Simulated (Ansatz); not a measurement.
`[NH2][SnH2][OH]` + `N[SiH](O)Cl` → `[OH][SnH2][OH]` + `N[SiH](N)Cl`  (redistribution)

Isolated molecules relaxed with PBE0-D4/def2-TZVP in Ansatz; ΔE leaves out vibrations. CCSD(T)/CBS is the MP2 limit (def2-TZVPP, def2-QZVPP) plus CCSD(T) − MP2 in def2-TZVPP, frozen cores. DFT in def2-TZVPP. Elements past krypton have def2 core potentials. For Sn outer-core shells are correlated without core-valence functions, which leaves a few kJ/mol of doubt a bond. Each species was taken in one conformer, which may not be the lowest.

```csv
level,ΔE (kJ/mol),difference from CCSD(T)/CBS
BLYP-D4,3.2,-5.1
BHLYP-D4,8.3,0.0
revPBE,3.9,-4.4
BLYP,3.8,-4.5
r2SCAN,6.0,-2.3
PBE0,7.0,-1.3
LC-ωPBE,5.8,-2.5
MP2/def2-TZVPP,10.0,1.7
SCS-MP2/def2-TZVPP,9.4,1.1
HF/CBS(def2),10.4,2.1
CCSD(T)/CBS,8.3,0
```

(1) What do rigid-rotor, harmonic-oscillator terms from PBE0-D4/def2-TZVP frequencies (298.15 K, 1 bar) make of the CCSD(T)/CBS value? (Best estimate.)

Largest T1 diagnostic among the species: 0.014.

Answers

(1) Computed: ΔZPE = +1.7 kJ/mol, ΔH = +8.9 kJ/mol, ΔS = -20 J/(mol·K), ΔG = +14.9 kJ/mol.

At CCSD(T), def2-SVP lies −5.3 kJ/mol from the extrapolated value and def2-TZVPP +2.2 kJ/mol. Leaving LDA and LC-ωPBE aside and taking each functional with its dispersion term where it has one, the values, not all of them listed here, spread over 6.1 kJ/mol, from revPBE-D4 to PBE-QIDH. From BLYP to BHLYP (50 % exact exchange), in def2-TZVPP and without D4, ΔE moves by +4.7 kJ/mol.
